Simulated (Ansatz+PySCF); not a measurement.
The numbers below are computed, except where a source is named.
## Several solutions for quartet MoN

```xyz
2

Mo    0.0000    0.0000    0.0000
N     0.0000    0.0000    1.6360
```

Basis set: def2-SVP (spherical functions, with the set's core potentials past Kr). Charge 0, multiplicity 4.

ROHF was run from several starts with Ansatz (development build ahead of 0.2.0) and PySCF 2.14.0.

| run | program | start | converged | energy (hartree) | <S²> |
| --- | --- | --- | --- | --- | --- |
| A | Ansatz | stability test followed | yes | -121.83974 | 3.75 |
| B | Ansatz | atomic start, no search | yes | -121.83974 | 3.75 |
| C | PySCF | program defaults | yes | -121.77340 | 3.75 |
| D | Ansatz | search for the lowest state | yes | -121.83974 | 3.75 |

(1) Which runs reached the lowest solution of this kind, and what is wrong with the others?

## Answers

(1) A, B, D reached the lowest solution found. Converged but too high: C by 1.81 eV. Convergence only shows a stationary point, and even a stable one can lie too high; stability tests and further starts are what find lower ones. Caution: another spin multiplicity may lie lower. Caution: an unrestricted determinant lies well below (1.10 eV lower).
